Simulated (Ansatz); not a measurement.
CH6BFGeSi, SMILES `[F][Ge]1([SiH3])[BH][CH2]1`, relaxed with RKS PBE0-D4/def2-TZVP in Ansatz from a PBE-D4/def2-SVP geometry. The force threshold is 0.005 eV/Å; the program also tests the step.

Total charge 0; spin multiplicity 1.

Start:

```xyz
11

F    -0.588    0.260    2.527
Ge    0.321    0.276    1.001
Si    0.005   -1.989    0.218
B     0.563    1.991    0.025
C    -0.081    1.393   -1.151
H     0.589   -2.911    1.251
H     0.719   -2.177   -1.092
H    -1.461   -2.278    0.056
H     0.652    3.104    0.486
H     0.027    0.350   -1.508
H    -0.747    1.980   -1.815
```

| step | energy (eV) | largest force (eV/Å) | largest move (Å) |
| --- | --- | --- | --- |
| 1 | -68910.1255 | 0.587 | 0.000 |
| 2 | -68910.1659 | 0.193 | 0.041 |
| 3 | -68910.1680 | 0.175 | 0.106 |
| 4 | -68910.1738 | 0.069 | 0.051 |
| 5 | -68910.1746 | 0.033 | 0.013 |
| 6 | -68910.1751 | 0.034 | 0.022 |
| 7 | -68910.1751 | 0.039 | 0.020 |
| 8 | -68910.1755 | 0.027 | 0.018 |
| 9 | -68910.1756 | 0.012 | 0.014 |
| 10 | -68910.1756 | 0.015 | 0.013 |
| 11 | -68910.1757 | 0.008 | 0.005 |
| 12 | -68910.1757 | 0.002 | 0.003 |

End:

```xyz
11

F    -0.695    0.311    2.413
Ge    0.283    0.272    0.958
Si    0.013   -1.989    0.214
B     0.619    1.973    0.024
C    -0.093    1.380   -1.099
H     0.637   -2.876    1.227
H     0.703   -2.147   -1.091
H    -1.431   -2.305    0.082
H     0.731    3.070    0.460
H     0.017    0.359   -1.469
H    -0.784    1.952   -1.719
```

Run time 48 s (4 threads of a server CPU on a shared host); peak host memory 0.67 GiB.
